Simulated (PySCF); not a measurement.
CH$_{3}$BeCl, singlet, at a GFN2-xTB geometry (such geometries of metal compounds can be far from the true shape). Base run: B3LYP/6-31G (PySCF).

The PySCF input:
```python
from pyscf import gto, scf, dft, solvent

mol = gto.M(
    atom='''
Be    0.64545209    0.46332661   -0.73735562
Cl    1.70596176    1.18113260   -1.94568213
C    -0.39035634   -0.26856006    0.43776140
H    -0.93361641   -1.13334259    0.06177794
H    -1.16142740    0.39217016    0.82857018
H     0.13220651   -0.63397178    1.31956585
''',
    basis='6-31g',
    verbose=3,
)

mf = dft.RKS(mol)
mf.xc = 'b3lyp'
mf.kernel()
```

Variants of this job, named by their change:

| change | ΔE vs base (kcal/mol) | dipole (D) | HOMO-LUMO gap (eV) |
|---|---|---|---|
| base | 0.000 | 1.55 | 8.77 |
| model = IEF-PCM; solvent = dichloromethane; vdw_scale = 1.4 | -1.51 | 1.75 | 8.81 |
| model = IEF-PCM; solvent = dichloromethane; vdw_scale = 1.1 | -5.07 | 1.91 | 8.95 |
| model = IEF-PCM; solvent = tetrahydrofuran | -3.12 | 1.84 | 8.88 |
| model = IEF-PCM; solvent = dimethylsulfoxide | ? | ? | ? |
| model = IEF-PCM; solvent = dichloromethane; r_probe = 0.5 | -1.04 | 1.72 | 8.79 |
| model = SS(V)PE; solvent = dichloromethane | -3.22 | 1.84 | 8.88 |
| model = IEF-PCM; solvent = dichloromethane; lebedev_order = 41 | -3.26 | 1.85 | 8.89 |
| model = IEF-PCM; solvent = dichloromethane; vdw_scale = 1.0 | -8.13 | 2.00 | 9.05 |
| model = IEF-PCM; solvent = toluene | ? | 1.72 | ? |
| model = IEF-PCM; solvent = 2-propanol | ? | ? | 8.90 |
| model = C-PCM; solvent = dichloromethane | -3.47 | 1.85 | 8.90 |

Task: Complete the blanks.

Result: 
- model = IEF-PCM; solvent = dimethylsulfoxide, ΔE vs base (kcal/mol): -3.84
- model = IEF-PCM; solvent = dimethylsulfoxide, dipole (D): 1.89
- model = IEF-PCM; solvent = dimethylsulfoxide, HOMO-LUMO gap (eV): 8.91
- model = IEF-PCM; solvent = toluene, ΔE vs base (kcal/mol): -1.74
- model = IEF-PCM; solvent = toluene, HOMO-LUMO gap (eV): 8.82
- model = IEF-PCM; solvent = 2-propanol, ΔE vs base (kcal/mol): -3.64
- model = IEF-PCM; solvent = 2-propanol, dipole (D): 1.87

The base is the gas phase, so ΔE is the electrostatic part of solvation at a fixed geometry, without cavity and dispersion terms.
